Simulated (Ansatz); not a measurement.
A single point on Cl₂GeH₄SSi (`Cl[SiH2][S][GeH2][Cl]`).

```yaml
crystal:
  periodic: [false, false, false]
  atoms:
    - {symbol: Cl, position_ang: [-1.606083, -1.171255, -1.563598]}
    - {symbol: Si, position_ang: [-1.280959, 0.708425, -0.802093]}
    - {symbol: S, position_ang: [0.789807, 1.146870, -0.619788]}
    - {symbol: Ge, position_ang: [1.447863, -0.522414, 0.681585]}
    - {symbol: Cl, position_ang: [0.305575, -0.525971, 2.505947]}
    - {symbol: H, position_ang: [-1.969587, 0.767166, 0.502750]}
    - {symbol: H, position_ang: [-1.808377, 1.706528, -1.756538]}
    - {symbol: H, position_ang: [1.214207, -1.879383, 0.016134]}
    - {symbol: H, position_ang: [2.907555, -0.229958, 1.035601]}
basis:
  gaussian: {orbitals: def2-QZVPP}
correlation: {method: mp2}
```

```sh
$ ansatz run in.yaml --threads 2 --pin off --events-out ev --progress --plain --max-ram 32768MiB --backend cuda --devices 0, --max-vram 18GiB
```

Output, abridged:

```
Functional definition: HF
2969 factors; integrals over basis functions are off by at most 7.3e-4 eV
mean field evaluation 1: about -100229.6777 eV, gradient 2.2e1 eV
mean field evaluation 2: about -100229.9027 eV, gradient 2.3e1 eV
mean field evaluation 4: about -100231.7373 eV, gradient 3.8e0 eV
mean field evaluation 8: about -100231.7811 eV, gradient 3.0e-1 eV
mean field -100231.78163778 eV, -3683.4500356468 hartree, gradient 8.6e-6 eV, S^2 0.000000; 0 other end points of the search recorded, 0 dependent functions left out
29 core orbitals not correlated: weight in the atoms' cores, before any rotation towards them, 1.000 or more for the frozen orbitals, at most 0.000 for the correlated occupied ones
reference -100231.78163778 eV, -3683.4500356468 hartree; 21, 21 occupied and 439, 439 virtual orbitals, 2969 factors
second order -34.21219013 eV of doubles, -0.00000000 eV of singles
Total energy: -100265.99382791 eV, -3684.7073104441 hartree
```

It took 17 s on 2 threads of an AMD EPYC 7R13 on a shared host and a share of an NVIDIA H100 80 GB, with 1.1 GiB of host memory at the peak.
